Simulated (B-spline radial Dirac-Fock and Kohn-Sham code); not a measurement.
ΔSCF core binding energies without Breit or QED terms, calculated with an atomic code on a B-spline grid.

A sound run for the Cu atom in the configuration [Ar] 3d10 4s1: The ground state converged in 11 iterations, with total energy -1653.45512 Ha, virial ratio 1.98240 and highest orbital energy -6.66 eV. ΔSCF binding energies: K (1s) 9002.2 eV, L3 (2p3/2) 939.7 eV, M5 (3d5/2) 7.40 eV.

A second run, with one unsound setting: The ground state had not converged after 95 iterations, with total energy -1653.43836 Ha, virial ratio 1.97905 and highest orbital energy -6.48 eV. ΔSCF binding energies: K (1s) 9019.8 eV, L3 (2p3/2) 954.3 eV, M5 (3d5/2) 13.04 eV (not all states converged, so these are not final).

```
iter   energy (Ha)        error
   1    -1652.84394235  1.05e+00
   2    -1653.32190727  8.91e-02
   3    -1653.32486583  8.81e-02
   4    -1653.32775962  8.70e-02
   5    -1653.33058998  8.60e-02
   6    -1653.33335826  8.50e-02
   7    -1653.33606574  8.40e-02
   8    -1653.33871370  8.30e-02
   9    -1653.34130341  8.20e-02
  17    -1653.36006601  7.54e-02
  25    -1653.37574732  7.13e-02
  33    -1653.38883903  6.75e-02
  41    -1653.39975881  6.39e-02
  49    -1653.40886029  6.05e-02
  57    -1653.41644205  5.74e-02
  65    -1653.42275548  5.44e-02
  73    -1653.42801173  5.16e-02
  81    -1653.43238776  4.89e-02
  89    -1653.43603154  4.64e-02
  95    -1653.43835897  4.47e-02
```

Q: Which fault fits the second run best?
A. damping too heavy
B. speed of light below Z
C. functional not served
D. mesh too coarse

A: A. The input had damp = 0.995; ndamp = 100: damp is so close to 1 that the orbitals hardly move in each step.
